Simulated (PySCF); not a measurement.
# Unknown compound

Molecular formula: C₅H₁₅N₂PSi. Simulated spectra:

¹H NMR (400 MHz, computed): δ 4.28 (m, 2H), 3.02 (m, 4H), 2.65 (m, 6H), 0.13 (m, 3H).

¹³C{¹H} NMR (computed): δ 58.7 (CH2, 2C), 37.4 (CH3, 2C), -10.0 (CH3).

One averaged value for each set of equivalent atoms, non-relativistic Hamiltonian, single conformer, gas phase. GIAO PBE0/pcSseg-1 shieldings; GFN2-xTB structure; PySCF.

Chemical shifts δ = σref − σ; ¹H, ¹³C against TMS, all at this level.

Question: What is the structure?

Answer: 
- 3 carbon signals for 5 carbons: some carbons are equivalent by symmetry or fast rotation.
- Carbon types of the structure: 2 × CH2, 3 × CH3, leaving 2 H on heteroatoms.
- δC 58.7: sp3 CH2 bonded to N; deshielded by the electronegative neighbour.
- δC 37.4: methyl carbon bonded to N; the inductive effect lowers its shielding.
- δC -10.0: methyl carbon bonded to Si; an electropositive neighbour leaves it electron-rich and shielded.
- δH 4.28: hydrogen on a silicon bonded to C, P.
- δH 3.02: hydrogen on an sp3 CH2 bonded to N; its carbon carries N, which withdraws density.
- δH 2.65: hydrogen on a methyl carbon bonded to N; its carbon carries N, hence the downfield position.
- δH 0.13: hydrogen on a methyl carbon bonded to Si; an electropositive neighbour shields it, as in TMS itself.

Structure: SMILES P1([SiH2]C)N(C)CCN1C.

The data come from this structure; uniqueness wasn't tested.

Splittings by ³¹P in the carbon and heteronuclear signals aren't shown, as no couplings were computed. Shifts are as computed. Against solution values, carbons near 30 ppm lie about +3 ppm off and those near 130 ppm about +5 ppm. Of 1211 compounds with measured shifts, 218 miss one by over three times the rms of a fit or turn the order of signals round; such compounds aren't used in these exercises. No couplings were computed; multiplicities are counted from neighbouring protons, with m where these are inequivalent, close in shift, in a saturated or five-membered ring or joined by F or P, and br s for small geminal =CH2 splittings.
